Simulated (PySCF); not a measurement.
A calculated (r2SCAN, PySCF 2.14, def2-TZVP, the non-relativistic Hamiltonian (point nucleus)) atom or ion has these occupied shells.

```
shell  electrons  orbital energy (eV)  rms radius, mean of both spins (bohr)
 1s α          1              -4397.1                                 0.0852
 1s β          1              -4397.1                                 0.0852
 2s α          1              -483.67                                  0.375
 2s β          1              -483.35                                  0.375
 2p α          3              -399.50                                  0.342
 2p β          3              -399.24                                  0.342
 3s α          1              -63.697                                   1.16
 3s β          1              -62.757                                   1.16
 3p α          3              -41.942                                   1.27
 3p β          3              -40.907                                   1.27
 3d α          1              -11.158                                   1.93
 4s α          1              -10.291                                   3.57
```

**Question.** Name the element and its charge.

**Answer.** Sc+ (scandium, charge +1), in [Ar] 3d1 4s1, high-spin 3D determinant.
